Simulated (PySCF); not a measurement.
Re⁺ (rhenium, charge +1): UHF calculation

Configuration: [Xe] 4f14 5d6, high-spin 5D determinant (an excited configuration). Calculation: PySCF 2.14, in ANO-RCC-VTZP; the spin-free X2C one-electron Hamiltonian (Gaussian nucleus).

```
Total energy                                                  : -16687.303002 hartree
One-electron energy                                           : -22886.5612 hartree
Hartree (Coulomb) energy                                      : 6530.9786 hartree
Exchange energy                                               : -331.7205 hartree
⟨S²⟩                                                          : 6.0083
⟨L²⟩                                                          : 6.668
Sum of ⟨r⟩                                                    : 41.53 bohr
Sum of ⟨r²⟩                                                   : 49.97 bohr²
Traceless quadrupole moment −½Σ⟨3z² − r²⟩ along its main axis : -0.0238 e·bohr²
Langevin diamagnetic susceptibility                           : -39.6 ×10⁻⁶ cm³/mol
```

| shell | electrons | mean orbital energy (eV) | spread (eV) | rms radius, mean of both spins (bohr) |
| --- | --- | --- | --- | --- |
| 1s β | 1 | -72052.7 | 0 | 0.0204 |
| 1s α | 1 | -72052.6 | 0 | 0.0204 |
| 2s α | 1 | -12640.0 | 0 | 0.0824 |
| 2s β | 1 | -12639.7 | 0 | 0.0824 |
| 2p α | 3 | -11065.8 | 0.118 | 0.0750 |
| 2p β | 3 | -11065.5 | 0.024 | 0.0750 |
| 3s α | 1 | -2993.6 | 0 | 0.210 |
| 3s β | 1 | -2993.6 | 0 | 0.210 |
| 3p α | 3 | -2519.1 | 0.222 | 0.212 |
| 3p β | 3 | -2519.1 | 0.250 | 0.212 |
| 3d α | 5 | -1961.3 | 0.213 | 0.194 |
| 3d β | 5 | -1961.0 | 0.242 | 0.194 |
| 4s α | 1 | -662.05 | 0 | 0.468 |
| 4s β | 1 | -661.70 | 0 | 0.468 |
| 4p α | 3 | -503.02 | 0.396 | 0.498 |
| 4p β | 3 | -502.65 | 0.387 | 0.498 |
| 4d α | 5 | -296.12 | 0.474 | 0.538 |
| 4d β | 5 | -295.50 | 0.506 | 0.538 |
| 5s α | 1 | -107.75 | 0 | 1.12 |
| 5s β | 1 | -103.67 | 0 | 1.12 |
| 5p α | 3 | -66.283 | 0.755 | 1.26 |
| 4f α | 7 | -65.430 | 0.543 | 0.676 |
| 4f β | 7 | -65.033 | 0.406 | 0.676 |
| 5p β | 3 | -59.869 | 0.861 | 1.26 |
| 5d α | 5 | -17.144 | 1.427 | 2.08 |
| 5d β | 1 | -13.981 | 0 | 2.08 |

Spin-orbit coupling, absent here, splits the open shell strongly.

Densities and radii are taken from the X2C orbitals without a picture-change correction, which distorts them close to the nucleus.

Spin-orbit constants ζ (cm⁻¹) from the X2C one-electron operator on these orbitals: bare nucleus, nucleus screened by l(l+1)(2l+1)/3 electrons, and screened by the Breit-Pauli mean field of the electrons.

```
shell     bare  screened nucleus  mean field
   2p  7290000           7096000         n/a
   3p  1600000           1557000         n/a
   3d   248500            215300         n/a
   4p   367500            357700         n/a
   4d    49500             42900         n/a
   4f     9033              5661         n/a
   5p    48920             47620         n/a
   5d     3246              2813         n/a
```

To first order the Landé constant is A = -703.3 cm⁻¹, so the lowest level has J = 4 and lies 0.349 eV below the centre of the term. This holds in LS coupling only.
